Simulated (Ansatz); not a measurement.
Reaction (atomization): `C=C([SiH3])NBF` → B• + 2 C• + F• + 7 H• + N• + Si•

Program: Ansatz. Geometries: PBE0-D4/def2-TZVP. ΔE: electronic, gas phase. CCSD(T)/CBS adds triple-zeta CCSD(T) − MP2 to the extrapolated MP2 energy (def2 sets, frozen cores). This one scheme is used for every species, atoms too. No spin–orbit coupling; open shells (•) take unrestricted orbitals. Spin–orbit coupling would lower the free atoms: a little for B, C, F, Si. Each species was taken in one conformer, which may not be the lowest.

```csv
species,HF/def2-QZVPP energy (Eh)
`C=C([SiH3])NBF`,-547.53380
B•,-24.53309
C•,-37.69363
F•,-99.41589
H•,-0.49998
N•,-54.40439
Si•,-288.85873
```

Q: Work out ΔE.

A: ΔE = 7 × (-0.49998) + 2 × (-37.69363) + (-24.53309) + (-99.41589) + (-54.40439) + (-288.85873) − (-547.53380) = 1.43458 Eh = +3766.5 kJ/mol. CCSD(T)/CBS gives +5052.5 kJ/mol.

Largest T1 diagnostic among the species: 0.014.

From PBE to PBE0 (25 % exact exchange), in def2-TZVPP and without D4, ΔE moves by −84.9 kJ/mol: exact exchange takes away binding that semilocal exchange gives to molecules. The D4 term adds +45.3 kJ/mol with B3LYP and +23.9 kJ/mol with PBE0; it sums over pairs of atoms, weighted by their polarisabilities, and B3LYP, whose exchange is more repulsive, gets the larger term. In def2-TZVPP, CCSD(T) changes the Hartree–Fock value by +1166.7 kJ/mol (the triples alone add +73.5 kJ/mol) and MP2 by +1253.5 kJ/mol; breaking electron pairs costs correlation energy, which Hartree–Fock lacks.

B3LYP here is the variant with VWN-RPA as its local correlation; programs differ in this.

For atomizations the MP2-based limit and the directly extrapolated one differ by several kJ/mol either way, and by 10 to 25 for some Ge, Se and Sn compounds, so smaller differences from it don't rank the levels.
